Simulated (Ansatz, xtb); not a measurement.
**CH9OPSi2: which of two isomers lies lower**

Structure X is `C[SiH2]O[SiH2]P`, a singlet and structure Y is `C[Si@H](P)O[SiH3]`, a singlet. Both are isolated molecules in the gas phase, relaxed with B3LYP/def2-SVP; each stands in its lowest conformer found.

Quicker runs give these differences E(Y) − E(X): GFN2-xTB +1.92 kJ/mol; HF/STO-3G +3.80 kJ/mol (at GFN2-xTB geometries); r2SCAN-D4/def2-SVP +0.05 kJ/mol (at GFN2-xTB geometries).

Q: Estimate E(Y) − E(X) at the level CCSD(T)/def2-SVP + ΔMP2/def2-TZVPP.

A: Too close to call at this level: CCSD(T)/def2-SVP + ΔMP2/def2-TZVPP gives E(Y) − E(X) = −0.90 kJ/mol.

Level by level:

| level | geometry | E(Y) − E(X) (kJ/mol) | departure from the last row (kJ/mol) | job, with rough time for the two |
| --- | --- | --- | --- | --- |
| GFN2-xTB | GFN2-xTB | +1.92 | +2.83 | optimisation, 0.85 s |
| HF/STO-3G | GFN2-xTB | +3.80 | +4.70 | single point, 0.94 s |
| r2SCAN-D4/def2-SVP | GFN2-xTB | +0.05 | +0.96 | single point, 5.8 s |
| B3LYP/def2-SVP | B3LYP/def2-SVP | +0.55 | +1.46 | optimisation, 3.1 min |
| HF/def2-SVP | B3LYP/def2-SVP | +0.53 | +1.44 | part of the CCSD(T) run |
| MP2/def2-SVP | B3LYP/def2-SVP | −1.90 | −0.99 | part of the CCSD(T) run |
| CCSD(T)/def2-SVP | B3LYP/def2-SVP | −1.28 | −0.37 | single point |
| CCSD(T)/def2-SVP + ΔMP2/def2-TZVPP | B3LYP/def2-SVP | −0.90 |  | single point, 72 s |

As drawn, both hold the same kinds of bond in the same numbers.

The largest departure from CCSD(T)/def2-SVP + ΔMP2/def2-TZVPP is that of HF/STO-3G, 4.70 kJ/mol. A small imaginary or near-zero mode remains, so no thermal terms are given. The last row adds to CCSD(T) the change of the MP2 difference between the two basis sets, here +0.37 kJ/mol.

The correlated steps freeze 17 core orbitals. Codes used: Ansatz 0.2.0, xtb 6.7.1; the last row on 2 threads of Intel(R) Xeon(R) Processor @ 2.70GHz on a shared host.
